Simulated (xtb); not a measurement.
Harmonic IR lines of one isomer of C3H4O, unscaled. Method: GFN2-xTB (xtb 6.7.1).

| wavenumber (cm⁻¹) | relative intensity |
|---|---|
| -4 | 65 |
| 279 | 4.5 |
| 792 | 8.9 |
| 1028 | 5.1 |
| 1040 | 3.1 |
| 1163 | 100 |
| 1276 | 81 |
| 1396 | 4.4 |
| 1462 | 3.8 |
| 2472 | 59 |
| 2994 | 15 |
| 3001 | 13 |
| 3009 | 11 |
| 3500 | 7.4 |

Task: Name which structure gives these lines.
A) `CC#CO`
B) `CC1=CO1`
C) `C=C1CO1`
D) `C#COC`

Result: A, `CC#CO`
